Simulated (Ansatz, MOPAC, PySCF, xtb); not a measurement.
Pair of molecules: CH4O (SMILES CO) (first 6 atoms) with HBr (SMILES Br); geometry from B3LYP-D3(BJ)/def2-TZVP, rigid monomers moved along the line of their centres of mass till O2···H8 is 2.48 Å.
(charge 0, multiplicity 1):
```xyz
8

C      0.561    -0.278    -0.170
O     -0.532    -0.253     0.755
H      0.200    -0.232    -1.200
H      1.076    -1.223    -0.016
H      1.261     0.541     0.013
H     -1.010     0.578     0.662
Br     0.992    -0.442     4.372
H      0.300    -0.408     3.089
```

Counterpoise-corrected where a basis set is named; no monomer relaxation.

Correlated levels freeze the cores. Filled d and f shells under p-block atoms count as core. The state reached by AM1 isn't checked.

Codes used: Ansatz (a quantum-chemistry and plane-wave program); MOPAC for AM1 (differences of heats of formation); PySCF for the dispersion terms; xtb for the GFN methods. 

| level | interaction energy (kcal/mol) |
|---|---|
| AM1 | -2.18 |
| GFN1-xTB | -2.34 |
| HF/aug-cc-pVDZ | -2.90 |
| PBE-D4/def2-TZVPPD | -4.17 |
| r2SCAN/def2-TZVPPD | -3.70 |
| B3LYP/def2-TZVPPD | -3.05 |
| B3LYP-D3(BJ)/def2-TZVPPD | -3.95 |
| SCS-MP2/aug-cc-pVDZ | -3.48 |
| CCSD(T)/aug-cc-pVDZ | [?] |

Task: Fill in the missing entries.

Result: 
- CCSD(T)/aug-cc-pVDZ, interaction energy (kcal/mol): -3.61
